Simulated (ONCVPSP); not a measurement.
Ranking ONCV potentials for Cs

All share these settings but for the change named:

ONCVPSP 4.0.1 input, shortened (lines: element, Z, core and valence counts, functional; n l f; lmax; l rc ep ncon nbas qcut; lloc lpopt rc5 dvloc0; l nproj debl; icmod fcfact rcfact), PBEsol, scalar-relativistic:

```
  Cs 55.00    9    3  -116133      upf
    1    0    2.00
    2    0    2.00
    2    1    6.00
    3    0    2.00
    3    1    6.00
    3    2   10.00
    4    0    2.00
    4    1    6.00
    4    2   10.00
    5    0    2.00
    5    1    6.00
    6    0    1.00
    2
    0    2.90    0.00    3    6    3.80
    1    2.30    0.00    3    6    3.60
    2    2.65    0.07    3    6    3.10
    4    5    2.05    2.00
    0    2    3.80
    1    2    1.10
    2    2    2.90
    0    0.00    0.00
```

In the d channel the program set the typed energies aside and used 0.050, 2.950 Ha.

Test errors are all-electron minus pseudo excitation energies from the reference, over 5s2 5p6 6s0; 5s2 5p6 6s0.5; 5s2 5p6 6s0 6p1; 5s2 5p5 6s1. None of these files shows a bound ghost.

The base gives 10.1 meV.

Of 11 variants that were run, those that failed, showed a ghost or another fault, or gave nearly equal values are left out.

A variant can come out equal or close to the base, since the largest error may sit in a test that the change hardly touches while other tests move.

Q: Rank these variants by their largest absolute test error, smallest first.
A. core correction Teter function, fcfact 1.5, rcfact 1.5
B. all radii scaled by about 1.29 (s 3.74, p 2.96, d 3.42 bohr); local potential polynomial inside 2.64 bohr (lpopt 5, dvloc0 2 Ha)
C. local potential polynomial inside 2.05 bohr (lpopt 5, dvloc0 6.5 Ha)
D. functional LDA (Perdew-Wang 92)

A: D (1.3 meV), C (9.7 meV), A (14.5 meV), B (18.3 meV).
